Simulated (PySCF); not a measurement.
**Correlation energy of P (phosphorus, neutral)**

[Ne] 3s2 3p3, high-spin 4S determinant. All numbers are calculated (PySCF 2.14, the spin-free X2C one-electron Hamiltonian (Gaussian nucleus), in cc-pVDZ-DK). Frozen: [Ne]; 5 electrons correlated.

MP2 pair energies summed by pair of shells (mhartree):

| pair | energy | share (%) |
| --- | --- | --- |
| 3s-3p | -40.53 | 63.8 |
| 3p-3p | -14.73 | 23.2 |
| 3s-3s | -8.22 | 12.9 |

Total MP2 correlation energy: -63.49 mhartree.

Same-spin part -17.33 and opposite-spin part -46.16 mhartree; SCS-MP2 scales them by 1/3 and 6/5 to -61.17 mhartree.

| level | correlation energy (mhartree) |
| --- | --- |
| CCSD | -81.20 |
| (T) | -1.01 |
| CCSD(T) | -82.21 |

Diagnostics: T1 = 0.0033, D1 = 0.0060, largest double amplitude 0.064.

Cost of the coupled-cluster step: 0.14 s of wall time on 1 thread of Neoverse-N1 (shared host), for 5 correlated electrons.

Iterations:

```
CC2 = 0
CCSD nocc = (np.int64(4), np.int64(1)), nmo = (13, 13)
frozen orbitals [[0, 1, 2, 3, 4], [0, 1, 2, 3, 4]]
max_cycle = 100
direct = 0
conv_tol = 1e-08
conv_tol_normt = 1e-06
diis_space = 8
diis_start_cycle = 0
Init t2, MP2 energy = -0.0634888214064129
Init E_corr(UCCSD) = -0.0634888214078777
cycle = 1  E_corr(UCCSD) = -0.0772096796426772  dE = -0.0137208582  norm(t1,t2) = 0.0428354
cycle = 2  E_corr(UCCSD) = -0.0801597458613783  dE = -0.00295006622  norm(t1,t2) = 0.0117527
cycle = 3  E_corr(UCCSD) = -0.0812168034092591  dE = -0.00105705755  norm(t1,t2) = 0.00389067
cycle = 4  E_corr(UCCSD) = -0.0811982774820309  dE = 1.85259272e-05  norm(t1,t2) = 0.000421659
cycle = 5  E_corr(UCCSD) = -0.0812002653513316  dE = -1.9878693e-06  norm(t1,t2) = 6.18527e-05
cycle = 6  E_corr(UCCSD) = -0.0811996344360763  dE = 6.30915255e-07  norm(t1,t2) = 1.26408e-05
cycle = 7  E_corr(UCCSD) = -0.0811999980400209  dE = -3.63603945e-07  norm(t1,t2) = 2.1524e-06
cycle = 8  E_corr(UCCSD) = -0.0811998741866554  dE = 1.23853366e-07  norm(t1,t2) = 3.37712e-07
cycle = 9  E_corr(UCCSD) = -0.0811998847754903  dE = -1.05888349e-08  norm(t1,t2) = 6.11532e-08
cycle = 10  E_corr(UCCSD) = -0.0811998933906357  dE = -8.61514536e-09  norm(t1,t2) = 2.81969e-08
UCCSD converged
E(UCCSD) = -341.6045947031108  E_corr = -0.08119989339063566
UCCSD(T) correction = -0.00100924546495105
```
